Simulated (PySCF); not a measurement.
[Y(Cl)3] (charge 0, multiplicity 1)

Method: TPSSh-D3(BJ)/def2-TZVP // r2SCAN-D4/def2-SVP (PySCF).

```json
{
 "HOMO": "-8.39 eV",
 "dipole_moment": "0.01 D",
 "HOMO–LUMO gap": "5.22 eV",
 "LUMO": "-3.17 eV",
 "charge on the central atom (Mulliken)": "1.30 e",
 "total_energy": "-38620.54 eV",
 "cost": "very roughly 2.4 core-minutes"
}
```

Bond lengths (Å): Y1–Cl2 2.443, Y1–Cl3 2.443, Y1–Cl4 2.443. Bond angles (°): Cl2–Y1–Cl3 120.0, Cl2–Y1–Cl4 120.0, Cl3–Y1–Cl4 120.0.
Charge 0, spin multiplicity 1.
